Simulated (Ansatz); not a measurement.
`[SiH3]/C=[CH]\[GaH2]` + `OBCl` → `[SiH3]OBCl` + `C=[CH][GaH2]` at 298.15 K and 1 bar (ligand exchange at the Si–C bond).

Calculated with Ansatz (gas phase, PBE0-D4/def2-TZVP geometries, no zero-point term in ΔE). CCSD(T)/CBS adds triple-zeta CCSD(T) − MP2 to the extrapolated MP2 energy (def2 sets, frozen cores). This one scheme is used for every species. For Ga outer-core shells are correlated without core-valence functions, which leaves a few kJ/mol of doubt a bond. Scalar relativity is left out up to krypton. One conformer a species, not always the lowest.

```csv
species,CCSD(T)/CBS energy (Eh),H − E (kJ/mol),S (J/(mol·K))
`[SiH3]/C=[CH]\[GaH2]`,-2293.28490,205.1,338.6
`OBCl`,-561.03999,87.8,264.5
`[SiH3]OBCl`,-851.35221,134.0,324.4
`C=[CH][GaH2]`,-2003.00582,159.8,297.4
```

H − E and S are ideal-gas, rigid-rotor, harmonic terms from PBE0-D4/def2-TZVP, for one conformer and one mirror image of each species. 1 Eh = 2625.50 kJ/mol, R = 8.31446 J/(mol·K).

By hand: ΔE, ΔH, ΔS and ΔG.

ΔE = (-851.35221) + (-2003.00582) − (-2293.28490) − (-561.03999) = -0.03314 Eh = -87.0 kJ/mol. Δ(H − E) = 134.0 + 159.8 − 205.1 − 87.8 = 0.9, so ΔH = -86.1 kJ/mol. ΔS = 324.4 + 297.4 − 338.6 − 264.5 = 18.7 J/(mol·K). ΔG = -86.1 − 298.15 × (18.7)/1000 = -91.7 kJ/mol.

By hand: the equilibrium constant, and the temperature at which ΔG would vanish if ΔH and ΔS stayed fixed.

log₁₀ K = −ΔG/(RT ln 10) = 16.1. ΔH and −TΔS have one sign here, so there is no such temperature.

ΔH outweighs TΔS. A doubt of 5 kJ/mol in ΔE shifts log₁₀ K by 0.9 here. Other conformers and mirror images would add mixing entropy, several J/(mol·K) or more a flexible species. These are equilibria of isolated gas molecules and say nothing of rates. Largest T1 diagnostic: 0.013 (customary marks: 0.02 for closed shells, 0.045 for open ones).
